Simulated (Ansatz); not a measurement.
B$_{2}$, triplet (typed; the unrestricted solution is spin-contaminated), at a GFN2-xTB geometry; HF/3-21G (Ansatz, an electronic-structure program).

Here is a job for Ansatz.
Ansatz 0.2 input:
```yaml
crystal:
  periodic: [false, false, false]
  atoms:
    - {symbol: B, position_ang: [-0.00000000, -0.00000000, -0.70244061]}
    - {symbol: B, position_ang: [0.00000000, 0.00000000, 0.70244061]}
basis:
  gaussian:
    orbitals: 3-21G.json
hamiltonian:
  xc: hf
magnetization: {spin_polarized: true, initial_magnetization: 2}
```
The basis file holds 3-21G in the JSON format of the Basis Set Exchange.

**Question.** Write the output that Ansatz gives for this input, abridged.

**Answer.** 
```
Functional definition: HF
250 factors; integrals over basis functions are off by at most 2.9e-4 eV
mean field evaluation 1: about -1326.5963 eV, gradient 5.5e0 eV
mean field evaluation 2: about -1326.6065 eV, gradient 5.5e0 eV
mean field evaluation 4: about -1326.9855 eV, gradient 5.3e-1 eV
mean field evaluation 8: about -1326.9917 eV, gradient 9.5e-4 eV
mean field evaluation 16: about -1326.9917 eV, gradient 1.1e-4 eV
mean field evaluation 32: about -1326.9749 eV, gradient 3.4e-1 eV
mean field evaluation 64: about -1329.0912 eV, gradient 5.7e-1 eV
mean field evaluation 96: about -1328.2781 eV, gradient 7.9e-2 eV
mean field evaluation 128: about -1326.9917 eV, gradient 6.6e-5 eV
mean field -1329.10700116 eV, -48.8437813916 hartree, gradient 3.0e-5 eV, S^2 2.939465; 6 other end points of the search recorded, 0 dependent functions left out
reference -1329.10700116 eV, -48.8437813916 hartree; 6, 4 occupied and 12, 14 virtual orbitals, 250 factors
Total energy: -1329.10700116 eV, -48.8437813916 hartree
```
